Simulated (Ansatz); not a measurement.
Harmonic frequencies (cm⁻¹) at PBE0-D4/def2-TZVP from Ansatz: 117, 169, 281, 304, 384, 538, 557, 589, 769, 908, 952, 1181, 1389, 1664, 1830, 1846, 3153, 3256.

Task: Which molecule is it?
A. `C#[C][Al]([NH2])[F]`
B. `C=[CH][InH][F]`
C. `[F][In]1[CH2][CH2]1`
D. `C=[C](F)[InH2]`

Result: D.
